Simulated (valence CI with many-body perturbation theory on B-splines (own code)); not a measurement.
## Er18+: calculated level list

Computed by configuration interaction combined with many-body perturbation theory (CI+MBPT): four valence electrons over a frozen Dirac-Fock core [Kr] 4d10, radial functions for each j: 8 s, 8 p, 9 d, 9 f, 6 g, 3 h, 2 i, with the one-electron correlation potential Σ1 (screened to all orders), the two-electron term Σ2, the three-electron term Σ3, Breit, model QED; selected single and double excitations, second order for the rest, scaled by the run's own slope (own B-spline code, finite nucleus).

No measured levels were compared; by estimate terms of the open shell hold to a few per cent of their energy, and close levels can change places. Core correlation moves these levels by up to 3400 cm⁻¹, and in measured spectra 5 to 20 % of such shifts remained as error; rates that hang on mixing are uncertain with them. Only levels of the ground parity were solved; by the run's estimate the other parity begins above the list, which can be wrong where configurations are misplaced.

Levels 1 to 45 of 63, with energies above the lowest level, 4f4 5I_4. "Leading %" is the weight of the configuration and term that name the level; weights of strongly mixed levels are sums over their largest components and can fall short. In the jj column 3d3/2^4 stands for four electrons in 3d with j = 3/2.

```csv
No.,Configuration,Term,J,E (cm⁻¹),Leading %,Leading jj,g,Second component
1,4f4,5I,4,0.0,91,4f5/2^4 (45 %),0.616,8 % 4f4 3H
2,4f4,5I,5,6127,95,4f5/2^3 4f7/2 (70 %),0.904,4 % 4f4 3H
3,4f4,5I,6,12138,96,4f5/2^2 4f7/2^2 (68 %),1.066,
4,4f4,5I,7,17822,91,4f5/2^2 4f7/2^2 (48 %),1.163,7 % 4f4 3K
5,4f4,5I,8,23169,84,4f5/2^2 4f7/2^2 (38 %),1.226,14 % 4f4 3K
6,4f4,5F,1,28051,88,4f5/2^3 4f7/2 (80 %),0.063,11 % 4f4 3D
7,4f4,5F,2,28112,70,4f5/2^4 (46 %),1.018,13 % 4f4 3D
8,4f4,5F,3,32210,84,4f5/2^3 4f7/2 (66 %),1.212,6 % 4f4 3F
9,4f4,5F,4,32637,33,4f5/2^3 4f7/2 (42 %),1.102,25 % 4f4 3G
10,4f4,5S,2,34128,77,4f5/2^2 4f7/2^2 (44 %),1.841,14 % 4f4 3P
11,4f4,3K,6,36829,94,4f5/2^2 4f7/2^2 (50 %),0.866,
12,4f4,5G,2,37638,77,4f5/2^3 4f7/2 (57 %),0.448,15 % 4f4 3F
13,4f4,5G,3,39279,62,4f5/2^3 4f7/2 (90 %),0.890,28 % 4f4 3G
14,4f4,5F,4,39522,57,4f5/2^2 4f7/2^2 (69 %),1.158,24 % 4f4 3H
15,4f4,5F,5,39560,62,4f5/2^2 4f7/2^2 (51 %),1.305,21 % 4f4 3G
16,4f4,3K,7,39967,54,4f5/2^3 4f7/2 (60 %),0.976,36 % 4f4 3L
17,4f4,3K,8,43826,29,4f5/2^3 4f7/2 (69 %),1.043,24 % 4f4 3L
18,4f4,3H,5,47045,37,4f5/2^2 4f7/2^2 (43 %),1.198,29 % 4f4 5F
19,4f4,5G,4,47663,70,4f5/2^2 4f7/2^2 (77 %),1.058,23 % 4f4 3H
20,4f4,3G,3,49553,62,4f5/2^2 4f7/2^2 (78 %),0.836,28 % 4f4 5G
21,4f4,3D,2,49830,42,4f5/2^2 4f7/2^2 (53 %),1.178,15 % 4f4 1D
22,4f4,3P,1,53611,56,4f5/2^2 4f7/2^2 (77 %),1.026,36 % 4f4 3D
23,4f4,5G,5,54149,62,4f5/2^2 4f7/2^2 (48 %),1.171,35 % 4f4 3H
24,4f4,3L,7,54262,61,4f5/2 4f7/2^3 (49 %),0.932,36 % 4f4 3K
25,4f4,5G,6,55124,59,4f5/2^2 4f7/2^2 (49 %),1.257,36 % 4f4 3H
26,4f4,3L,8,56346,37,4f5/2^2 4f7/2^2 (82 %),0.979,30 % 4f4 3M
27,4f4,1D,2,56931,41,4f5/2^2 4f7/2^2 (48 %),1.012,35 % 4f4 3F
28,4f4,3K,8,56977,34,4f5/2^2 4f7/2^2 (63 %),1.021,29 % 4f4 3M
29,4f4,3L,9,57400,54,4f5/2^2 4f7/2^2 (90 %),1.063,46 % 4f4 3M
30,4f4,3P,0,57949,100,4f5/2^2 4f7/2^2 (89 %),,
31,4f4,3D,3,58316,66,4f5/2^2 4f7/2^2 (74 %),1.274,20 % 4f4 3F
32,4f4,3F,4,58606,48,4f5/2^2 4f7/2^2 (47 %),1.151,15 % 4f4 3H
33,4f4,3H,6,60369,53,4f5/2 4f7/2^3 (42 %),1.204,34 % 4f4 5G
34,4f4,3I,5,61087,66,4f5/2^3 4f7/2 (56 %),0.901,20 % 4f4 1H
35,4f4,3G,4,61655,61,4f5/2 4f7/2^3 (52 %),1.089,18 % 4f4 3F
36,4f4,3F,2,64114,65,4f5/2^2 4f7/2^2 (79 %),0.714,12 % 4f4 5G
37,4f4,5D,0,64786,89,4f5/2^2 4f7/2^2 (52 %),,11 % 4f4 3P
38,4f4,5D,1,66456,45,4f5/2 4f7/2^3 (54 %),1.241,30 % 4f4 3P
39,4f4,3I,6,67150,71,4f5/2^2 4f7/2^2 (50 %),1.048,19 % 4f4 3H
40,4f4,3I,7,67949,83,4f5/2^2 4f7/2^2 (62 %),1.117,13 % 4f4 1K
41,4f4,3P,2,68017,38,4f5/2 4f7/2^3 (61 %),1.206,33 % 4f4 3F
42,4f4,3M,10,68175,95,4f5/2^2 4f7/2^2 (50 %),1.093,5 % 4f4 1N
43,4f4,5D,1,68378,48,4f5/2 4f7/2^3 (61 %),1.161,30 % 4f4 3D
44,4f4,3G,5,68382,60,4f5/2 4f7/2^3 (50 %),1.140,15 % 4f4 3I
45,4f4,3M,9,68801,54,4f5/2 4f7/2^3 (90 %),1.055,46 % 4f4 3L
```

Names give the largest LS component (configuration and term), which can be under half, so a name can repeat, a term be missing and a line seem to break the LS rules; names also repeat where a configuration has a term twice.

Where two levels of one J and parity lie close, their mixing, g and order are uncertain.

The ionisation energy to 4f3 4I°_9/2 of the next ion comes out as 440.35 eV (NIST: 450 ± 22 eV (theoretical)). All 63 levels together are meant to be complete up to 93143 cm⁻¹.
